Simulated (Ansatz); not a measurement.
Computed with Ansatz on PBE0-D4/def2-TZVP structures; ΔE is electronic, products minus reactants. CCSD(T)/CBS adds triple-zeta CCSD(T) − MP2 to the extrapolated MP2 energy (def2 sets, frozen cores). This one scheme is used for every species. Functionals use def2-TZVPP. Each species was taken in one conformer, which may not be the lowest.

Reaction (substitution at a C–O bond): `O=C(O)O[SiH2][SiH3]` + CH₃SH → `CSC(=O)O` + `O[SiH2][SiH3]`

Question: Is it downhill or uphill in electronic energy at CCSD(T)/CBS, and by how much? (Best estimate.)

Answer: Ansatz gave: Uphill: ΔE = +14.4 kJ/mol.

Question: What do these levels give: PBE, r2SCAN, SCS-MP2/def2-TZVPP, HF/def2-QZVPP, MP2/def2-QZVPP, CCSD/CBS(def2)? (Estimate.)

Answer: Ansatz gave: PBE 4.4, r2SCAN 11.3, SCS-MP2/def2-TZVPP 16.9, HF/def2-QZVPP 39.5, MP2/def2-QZVPP 9.4, CCSD/CBS(def2) 18.4 kJ/mol.

Largest T1 diagnostic among the species: 0.015.

In def2-TZVPP, CCSD(T) changes the Hartree–Fock value by −19.6 kJ/mol (the triples alone add −4.0 kJ/mol) and MP2 by −27.0 kJ/mol. From PBE to PBE0 (25 % exact exchange), in def2-TZVPP and without D4, ΔE moves by +9.9 kJ/mol.
